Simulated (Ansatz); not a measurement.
Ansatz (a quantum-chemistry and plane-wave program) job for AlCl, SMILES [Al][Cl] (connectivity only; charge and spin as stated), charge +1, multiplicity 2, B3LYP-D3(BJ)/def2-TZVPD. 

Ansatz 0.2 input:
```yaml
crystal:
  periodic: [false, false, false]
  atoms:
    - {symbol: Al, position_ang: [0.00000000, 0.00000000, -1.12394714]}
    - {symbol: Cl, position_ang: [0.00000000, 0.00000000, 0.85948899]}
basis:
  gaussian:
    orbitals: def2-TZVPD
hamiltonian:
  xc: b3lyp
  dispersion: d3bj
total_charge: 1
magnetization: {spin_polarized: true, initial_magnetization: 1}
relax: {f_tol: 0.002, max_steps: 200}
```

Program output:

```
WARN ansatz: RAYON_NUM_THREADS=1 ignored (pool sized by the plan → 1); use --threads N
Functional definition: B3LYP
integrals: 0.02 GiB planned
576 factors; their error is unknown
mean field: 0.28 GiB planned
mean field evaluation 1: about -19107.1187 eV, gradient 3.4e1 eV
mean field evaluation 2: about -19069.0771 eV, gradient 7.9e1 eV
mean field evaluation 4: about -19113.1406 eV, gradient 5.1e0 eV
mean field evaluation 8: about -19113.3104 eV, gradient 6.3e-2 eV
mean field evaluation 16: about -19113.3104 eV, gradient 2.1e-5 eV
mean field -19113.31037345 eV, -702.4012007572 hartree, gradient 2.1e-5 eV, S^2 0.751772; 0 other end points of the search recorded, 0 dependent functions left out
the calculation of the forces begins
reference -19113.31057119 eV, -702.4012080240 hartree; 15, 14 occupied and 74, 75 virtual orbitals, 576 factors
relax step   1: F+E_penalty+E_count = -19113.39069757 eV  Δ(F+E_penalty+E_count) = +0.000e0 eV  max|allowed force component| = 1.126e0 eV/Å  Δτ_max = 0.0000 Å  (34 SCF iters, accepted)
these checks for a lower state are left out or cut short: starts, cluster_reference, orbital_swaps, neighbouring_geometries, increment
integrals: 0.02 GiB planned
576 factors; their error is unknown
mean field: 0.28 GiB planned
mean field -19113.33906501 eV, -702.4022551525 hartree, gradient 1.6e-5 eV, S^2 0.752091; 0 other end points of the search recorded, 0 dependent functions left out
the calculation of the forces begins
reference -19113.33926363 eV, -702.4022624516 hartree; 15, 14 occupied and 74, 75 virtual orbitals, 576 factors
relax step   2: F+E_penalty+E_count = -19113.41928915 eV  Δ(F+E_penalty+E_count) = -2.859e-2 eV  max|allowed force component| = 2.756e-2 eV/Å  Δτ_max = 0.0258 Å  (36 SCF iters, accepted)
these checks for a lower state are left out or cut short: starts, cluster_reference, orbital_swaps, neighbouring_geometries, increment
integrals: 0.02 GiB planned
576 factors; their error is unknown
mean field: 0.28 GiB planned
mean field -19113.33908833 eV, -702.4022560095 hartree, gradient 2.2e-5 eV, S^2 0.752101; 0 other end points of the search recorded, 0 dependent functions left out
the calculation of the forces begins
reference -19113.33928697 eV, -702.4022633095 hartree; 15, 14 occupied and 74, 75 virtual orbitals, 576 factors
relax step   3: F+E_penalty+E_count = -19113.41930948 eV  Δ(F+E_penalty+E_count) = -2.033e-5 eV  max|allowed force component| = 6.590e-4 eV/Å  Δτ_max = 0.0007 Å  (28 SCF iters, accepted)
integrals: 0.02 GiB planned
576 factors; their error is unknown
mean field: 0.28 GiB planned
mean field evaluation 32: about -19106.8778 eV, gradient 3.4e1 eV
mean field -19113.33908833 eV, -702.4022560095 hartree, gradient 2.2e-5 eV, S^2 0.752101; 1 other end points of the search recorded, 0 dependent functions left out
the calculation of the forces begins
reference -19113.33928697 eV, -702.4022633095 hartree; 15, 14 occupied and 74, 75 virtual orbitals, 576 factors
Total energy: -19113.41950812 eV, -702.4052113824 hartree
Atom 0 at    -0.000000     0.000000    -1.150472 Å, force     0.000000     0.000000    -0.000659 eV/Å
Atom 1 at     0.000000    -0.000000     0.886014 Å, force    -0.000000    -0.000000     0.000659 eV/Å
Dipole moment:     0.000000    -0.000000    -1.167503 e Å
```

The run converged.
